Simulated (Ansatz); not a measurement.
Gas-phase electronic energies from Ansatz, PBE0-D4/def2-TZVP geometries. CCSD(T)/CBS is the MP2 limit (def2-TZVPP, def2-QZVPP) plus CCSD(T) − MP2 in def2-TZVPP, frozen cores. DFT in def2-TZVPP. One conformer a species, not always the lowest.

Consider the cleavage of the Si–Si bond: `N[SiH]([SiH3])S` + silanol → disiloxane + `N[SiH2]S`.

| species | CAM-B3LYP-D4 energy (Eh) |
| --- | --- |
| `N[SiH]([SiH3])S` | -1036.25439 |
| `O[SiH3]` | -367.18376 |
| `[SiH3]O[SiH3]` | -657.93640 |
| `N[SiH2]S` | -745.54451 |

Q: Work out ΔE.

A: ΔE = (-657.93640) + (-745.54451) − (-1036.25439) − (-367.18376) = -0.04276 Eh = -26.8 kcal/mol. CCSD(T)/CBS gives -25.2 kcal/mol.

Largest T1 diagnostic among the species: 0.012.

From PBE to PBE0 (25 % exact exchange), in def2-TZVPP and without D4, ΔE moves by −2.3 kcal/mol. The D4 term adds +1.1 kcal/mol with B3LYP and +0.6 kcal/mol with PBE0; it sums over pairs of atoms, weighted by their polarisabilities, and B3LYP, whose exchange is more repulsive, gets the larger term.

B3LYP here is the variant with VWN-RPA as its local correlation; programs differ in this.
